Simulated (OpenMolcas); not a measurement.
# S+: Slater's ratio, thermal populations, worked from levels

| Quantity | Value |
| --- | --- |
| Program | OpenMolcas |
| Basis | ANO-RCC-VQZP [6s5p3d2f1g] |
| Scalar Hamiltonian | DKH2, point nucleus |
| Active space | 5 electrons in 9 orbitals (RAS2 3s 3p; RAS3 3d, at most 2 electrons) |
| State averaging | 2S+1 = 4 odd, 1 root; 2S+1 = 2 odd, 8 roots; 2S+1 = 4 even, 3 roots; 2S+1 = 2 even, 8 roots |
| Spin-orbit coupling | state interaction with AMFI integrals over the reference wave functions, term energies averaged over their components |

Methods: RASSCF; SS-RASPT2, IPEA 0.25 Eh, imaginary shift 0.1 Eh (closed shells correlated: 2s 2p). Measured levels: NIST Handbook of Basic Atomic Spectroscopic Data.

**Slater's ratio.** With one set of orbitals, p3 has 2D* - 4S* = 9 F2 and 2P* - 2D* = 6 F2 (F2 = F²/25), a ratio of 2/3. Term energies are centres of gravity, weighted by 2J + 1.

| Source | 2D* - 4S* | 2P* - 4S* | F2 from the first | Ratio |
| --- | --- | --- | --- | --- |
| RASSCF | 18177 | 28403 | 2020 | 0.563 |
| SS-RASPT2 | 15014 | 25023 | 1668 | 0.667 |
| measured | 14872 | 24556 | 1652 | 0.651 |

Energies in cm-1. A ratio away from 2/3 shows effects beyond one configuration with one set of orbitals, and in heavier atoms second-order spin-orbit shifts.

**Thermal populations.** Z = Σ (2J + 1) exp(-E/kT) with k = 0.695035 cm-1/K, over the levels below. No other level of either list lies under 90000 cm-1, which is above 7 kT at each temperature.

| Level | 2J + 1 | SS-RASPT2 | measured |
| --- | --- | --- | --- |
| 3s2 3p3 4S* 3/2 | 4 | 0.0 | 0.0 |
| 3s2 3p3 2D* 3/2 | 4 | 15000 | 14853 |
| 3s2 3p3 2D* 5/2 | 6 | 15020 | 14885 |
| 3s2 3p3 2P* 1/2 | 2 | 25010 | 24525 |
| 3s2 3p3 2P* 3/2 | 4 | 25030 | 24572 |
| 3s 3p4 4P 5/2 | 6 | 79230 | 79395 |
| 3s 3p4 4P 3/2 | 4 | 79560 | 79757 |
| 3s 3p4 4P 1/2 | 2 | 79750 | 79963 |

| T (K) | Z, SS-RASPT2 | Z, measured levels | Ground level (%), SS-RASPT2 | Ground level (%), measured levels |
| --- | --- | --- | --- | --- |
| 8000 | 4.739 | 4.762 | 84.4 | 84.0 |
| 12000 | 5.953 | 5.998 | 67.2 | 66.7 |

At 12000 K, kT = 8340 cm-1, and the computed levels give Z = 4.000 + 0.662 + 0.991 + 0.100 + 0.199 + 0.000 + 0.000 + 0.000 = 5.953.

Configurations are named by rounded mean occupations; where the s occupation lies near a half they are strongly mixed, a name can repeat and a true partner stay unpaired. The run also gave levels led by 3s2 3p2 3d, which use shells meant for correlation; these and all levels above them are left out. Some terms mix strongly with configurations of 3d, whose occupation reaches 0.38 (3s 3p4 4P, 3s 3p4 2D). Without dynamic correlation excited terms often stand tens of per cent too high (terms of higher spin than the ground term too low), and those without a measured partner can miss by more than the paired ones (holds for RASSCF). Computed and measured levels are paired by configuration, term and J; levels that our copy of the source lacks, or whose pairing is in doubt (as where it misses far off the trend of its configuration), stay unpaired and out of the deviations. Only configurations of the active space appear.

* marks odd parity.
